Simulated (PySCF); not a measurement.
ScO2, SMILES [O]=[Sc]=[O] (connectivity only; charge and spin as stated), neutral, multiplicity 2.

The structure is a stationary point at PBE-D3(BJ)/def2-TZVP.

Two levels are set side by side: PBE/def2-TZVPD (PySCF) and M06-2X/def2-TZVPD (PySCF). Same geometry, gas phase. Differences are taken from unrounded values.

```json
[
 {"quantity": "α-spin orbital gap (eV)", "M06-2X": "7.67", "PBE": "3.61", "PBE minus M06-2X": "-4.06"},
 {"quantity": "β-spin orbital gap (eV)", "M06-2X": "5.08", "PBE": "0.97", "PBE minus M06-2X": "-4.11"},
 {"quantity": "dipole moment (D)", "M06-2X": "5.80", "PBE": "5.23", "PBE minus M06-2X": "-0.57"},
 {"quantity": "mean polarisability (bohr³)", "M06-2X": "71.5", "PBE": "44.4", "PBE minus M06-2X": "-27.2"}
]
```

Rough cost on one machine, each run with all the roots and properties that it gave: M06-2X against PBE within a factor of 2.
